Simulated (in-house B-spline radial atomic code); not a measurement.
A run on Xe (an excited or competing configuration) that did not converge. Method: scalar-relativistic (X2C) B97-1, spin-polarised, spherical fractional occupations, exact exchange averaged over the configuration, Fermi nucleus of rms radius 4.7859 fm; computed with a B-spline radial code for spherical atoms.

Command:
```bash
python run_scf.py task.json out
```
Settings (nuclear radius in fm, mass in u):
```
Z                54
configuration    [Ar] 3d9 4s2 4p6 4d10 5s2 5p6 5f1
hamiltonian      x2c
method           b97_1
spin_polarised   True
nucleus          fermi
rms_radius       4.7859
atomic_mass      131.90416
speed_of_light   137.035999084
exact_exchange   averaged over the configuration
```

First and last ten iterations of the last attempt (damped for 15 steps, keeping 80 % of the old Fock matrix, then DIIS):
```
 iter        energy (Eh)    residual
    1       -7414.043211    4.78e-01
    2       -7416.842561    4.42e-01
    3       -7419.493500    2.83e-01
    4       -7420.603398    1.81e-01
    5       -7421.087304    1.15e-01
    6       -7421.299180    7.26e-02
    7       -7421.307423    4.95e-02
    8       -7421.426474    2.70e-02
    9       -7421.440054    1.71e-02
   10       -7421.445697    1.09e-02
  111       -7421.450089    4.34e-05
  112       -7421.450092    4.93e-05
  113       -7421.450092    5.18e-05
  114       -7421.450092    4.68e-05
  115       -7421.450092    4.95e-05
  116       -7421.450093    6.50e-05
  117       -7421.450092    7.07e-05
  118       -7421.450092    6.32e-05
  119       -7421.450093    9.50e-05
  120       -7421.450090    4.48e-05
 not converged after 120 iterations
```

The smallest residual met was 2.5e-05; the threshold is about 5e-07. Over the last five steps the energy moves by less than 5e-06 hartree, but the orbitals didn't meet the threshold. Cost of the run: 9.9 s on 1 thread of Arm Neoverse N1, with other jobs on the host.
